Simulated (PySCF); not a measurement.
## Computed data sheet: `Cc1ccc(C)c(C(=O)Cl)c1`

Species: C9H9ClO.
Structure used (GFN2-xTB), in Å, numbered top down from 1:
```xyz
20
C9H9ClO angstrom
C      3.0599    0.1395    0.3680
C      1.5903   -0.0910    0.1971
C      1.0646   -1.3784    0.1615
C     -0.2923   -1.5813   -0.0002
C     -1.1835   -0.5226   -0.1257
C     -2.6421   -0.8041   -0.2692
C     -0.6564    0.7852   -0.1048
C     -1.5658    1.9201   -0.2262
O     -2.7541    1.9322   -0.1644
Cl    -0.7522    3.4859   -0.5250
C      0.7189    0.9737    0.0541
H      3.2470    1.0801    0.8799
H      3.5149   -0.6697    0.9340
H      3.5460    0.1842   -0.6068
H      1.7239   -2.2280    0.2678
H     -0.6764   -2.5911   -0.0204
H     -2.8163   -1.8725   -0.3713
H     -3.0590   -0.2900   -1.1332
H     -3.1820   -0.4403    0.6041
H      1.1094    1.9786    0.0777
```

Structural features include: benzene ring and C–Cl bond.

**GFN2-xTB geometry**

| Property | Result |
| --- | --- |
| Point group of the GFN2-xTB geometry | C1 |
| Rotational constants A, B, C of the GFN2-xTB geometry | 1.325, 0.794, 0.502 GHz |

From PBE0/pcSseg-1 ground state and GIAO shieldings, non-relativistic (PySCF):

| Item | Value |
| --- | --- |
| Dipole moment | 4.16 D |
| HOMO energy | -7.36 eV |
| LUMO energy | -2.07 eV |
| HOMO–LUMO gap | 5.29 eV |
| Lowest Hirshfeld atomic charge | -0.18 e on O9 |
| Highest Hirshfeld atomic charge | +0.18 e on C8 |
| 13C chemical shifts (computed TMS as zero) by class | 176.5 (C8), 149.4 (C5), 143.8 (C11), 141.9 (C3), 141.7 (C2), 136.8 (C4), 133.4 (C7), 26.7 (C6), 23.5 (C1) ppm |
| 1H chemical shifts (computed TMS as zero) by class | 8.73 (H20), 7.66 (H15), 7.51 (H16), 2.76 (H17/H18/H19), 2.57 (H12/H13/H14) ppm |
| Isotropic shieldings of nuclei other than C and H, by class | -249 (O9), 520 (Cl10) ppm |
| Mayer bond orders between heavy atoms | C1–C2 1.07, C2–C3 1.39, C3–C4 1.45, C4–C5 1.44, C5–C6 1.12, C5–C7 1.30, C7–C8 0.98, C8–O9 2.02, C8–Cl10 0.97, C7–C11 1.36, C11–C2 1.41 |

Monoisotopic mass from the formula: 168.0342 u.

A dipole of 4.16 D is allowed in C1, and pure rotational transitions are dipole-allowed. With B = h/(8π²I), that is 505.379 GHz u Å² over I, the principal moments of inertia are 381.3, 636.7 and 1006.7 u Å² (most abundant isotopes). The rotational constants make it an asymmetric top with κ = (2B − A − C)/(A − C) = -0.29, nearer the prolate limit (−1). In atomic units the dipole is 1.64 e·bohr (1 au = 2.5417 D).

One conformer (not necessarily the lowest) at the GFN2-xTB geometry, without solvent or vibrations. GFN2-xTB frequencies show an imaginary mode (23i cm⁻¹), so this geometry is no minimum at that level. NMR classes are plain means over equivalent atoms (diastereotopic ones count apart unless rotation or inversion swaps them), as if these changed places fast; in this geometry the members of some classes differ.
